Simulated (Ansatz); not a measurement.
Cartesian coordinates in Å:
```
C -0.882 -1.795 -1.255
Si 0.789 -0.978 -1.160
N 0.752 0.439 -0.159
P 0.296 0.372 1.487
Al -0.714 2.394 2.001
H -0.832 -2.699 -1.868
H -1.622 -1.121 -1.692
H -1.224 -2.082 -0.258
H 1.237 -0.502 -2.498
H 1.779 -1.970 -0.652
H 1.123 1.296 -0.535
H 1.510 0.585 2.208
H -1.342 3.287 0.846
H -0.869 2.774 3.534
```

Charge 0, multiplicity 1.

Question: List the PBE0/def2-TZVPP orbital energies in eV (Ansatz). (Estimate.)

Answer: Ansatz gave: Occupied: -2101.02, -1802.50, -1527.93, -391.22, -277.64, -179.78, -144.79, -129.08, -129.01, -128.95, -113.82, -99.47, -99.44, -99.42, -73.94, -73.74, -73.71, -24.14, -19.57, -17.02, -14.70, -13.11, -11.69, -11.49, -11.40, -10.71, -9.93, -9.17, -8.92, -8.66, -7.19, -6.69. Lowest empty: -1.76, -0.23, 0.43, 1.10, 1.15, 1.36, 1.87, 2.20.
